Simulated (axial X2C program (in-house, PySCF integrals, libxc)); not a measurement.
Spin–orbit effects down a group: molecules with I, PBE0

Computed with an axial X2C code built on PySCF integrals, spin-free (one-electron X2C) or two-component (2c: spin–orbit coupling with atomic mean-field Coulomb and Gaunt terms, which also bring small scalar terms), in Dyall basis sets with cores contracted in-house; open shells are unrestricted.

Basis sets: Al dyall-v3z, B dyall-v3z, Ga dyall-cv3z, I dyall-cv3z, In dyall-cv3z.

```
molecule  spin-free state  Re (Å)  ωe (cm⁻¹)  De (eV)  2c state  Re 2c (Å)  ωe 2c (cm⁻¹)  De 2c (eV)
      BI   M_S = 0, Λ = 0   2.133      580.5     3.75     Ω = 0      2.137         576.9        3.49
     AlI   M_S = 0, Λ = 0   2.558      311.4     3.90     Ω = 0      2.561         309.7        3.64
     GaI   M_S = 0, Λ = 0   2.590      213.5     3.78     Ω = 0      2.593         212.4         n/a
     InI   M_S = 0, Λ = 0   2.774      173.5     3.66     Ω = 0      2.776         172.7         n/a
```

Each entry is the lowest single determinant of a limited PBE0 search at one distance. De goes to single-determinant-based atoms at the same level (for ions the charge split of lowest energy) and is withheld (n/a) where an atom does not fit its ground term or J level. Main or longest-lived isotopes. Some light 2c atoms are not at their ground J level, so De misses part of their lowering (0.04 eV or less). The functionals have no current term, which raises determinants with orbital currents.
